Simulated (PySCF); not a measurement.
Isomers of C4H8N2Si2, one GFN2-xTB conformer each. Single-point energies are computed at PBE0/pcSseg-1 (PySCF, gas phase, no added dispersion term), electronic only.

Question: Rank them by PBE0/pcSseg-1 energy, lowest first (kJ/mol).
A. `[CH2:1]=[N:2][C@H:3]1[SiH2:4][C@@H:5]([C:6]#[N:7])[SiH2:8]1` with C1–N2–C3–Si4 129°, N2–C3–Si4–C5 128°, C3–Si4–C5–C6 -132°, Si4–C5–Si8–C3 12°, N2–C3–Si8–C5 -128°
B. `c1n2c(C[SiH2][SiH2]2)cn1`
C. `[CH3:1][Si:2]([C:3]#[N:4])([C:5]#[N:6])[CH2:7][SiH3:8]` with C1–Si2–C7–Si8 55°
D. `[CH2:1]=[CH:2][C@@H:3]1[SiH2:4][NH:5][Si@H:6]1[C:7]#[N:8]` with C1–C2–C3–Si4 -130°

Answer: B (0.0), D (22.9), C (40.4), A (202.6).

As drawn, the lowest has an aromatic ring and an Si–Si bond, which the highest lacks; the highest has a four-membered ring, a C≡N group and a C=N bond, which the lowest lacks. GFN2-xTB itself gives, in the same order: 0.0, 242.3, 380.5, 330.1. Both levels put the same isomer lowest; measured from each level's own lowest isomer, the values differ by up to 340.1 kJ/mol (C[Si](C#N)(C#N)C[SiH3]: 380.5 against 40.4).

Which frontier levels, dipoles and rotational constants go with these structures?

| SMILES | HOMO (eV, PBE0/pcSseg-1) | LUMO (eV) | dipole (D) | A, B, C (MHz) |
| --- | --- | --- | --- | --- |
| c1ncn2c1C[SiH2][SiH2]2 | -6.34 | -0.63 | 4.19 | 2845, 1271, 901.1 |
| C=C[C@@H]1[SiH2]N[Si@H]1C#N | -7.14 | -1.25 | 3.76 | 1857, 1083, 781.5 |
| C[Si](C#N)(C#N)C[SiH3] | -9.54 | -1.08 | 5.10 | 1678, 910.0, 774.4 |
| C=N[C@H]1[SiH2][C@@H](C#N)[SiH2]1 | -7.44 | -0.81 | 5.67 | 2848, 888.4, 781.1 |
